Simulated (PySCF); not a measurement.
Se²⁷⁺ (selenium, charge +27) across methods

[He] 2s2 2p3, high-spin 4S determinant. Computed with PySCF 2.14 in an uncontracted even-tempered set (19 s from 8.1 bohr⁻², ratio 2.2; 12 p from 11 bohr⁻², ratio 2.2; 6 d from 43 bohr⁻², ratio 2.4; 5 f from 64 bohr⁻², ratio 2.4; 4 g from 97 bohr⁻², ratio 2.4), with scalar relativity by spin-free X2C-1e.

```
method  E (hartree)  mean ε 2s α (eV)  mean ε 2s β (eV)  mean ε 2p α (eV)  Σ⟨r²⟩ (bohr²)   ⟨S²⟩
   PBE    -1760.262           -3069.6           -3031.8           -2924.0         0.1793  3.750
   UHF  -1760.35880           -3157.7           -3078.0           -2996.2         0.1790  3.750
r2SCAN    -1760.560           -3082.6           -3034.6           -2932.8         0.1791  3.750
   LDA    -1757.090           -3065.1           -3027.9           -2921.9         0.1795  3.750
 B3LYP    -1760.424           -3087.4           -3041.9           -2939.1         0.1792  3.750
  PBE0    -1760.341           -3091.9           -3043.9           -2942.3         0.1792  3.750
```

(1) Estimate the same row for r2SCAN0.

Spin-orbit coupling is strong in this species (close to jj coupling), so the high-spin LS determinant is a model state, not a physical level.

## Answers

(1) E (hartree) = -1760.568; mean ε 2s α (eV) = -3101.5; mean ε 2s β (eV) = -3045.9; mean ε 2p α (eV) = -2948.9; Σ⟨r²⟩ (bohr²) = 0.1791; ⟨S²⟩ = 3.750.
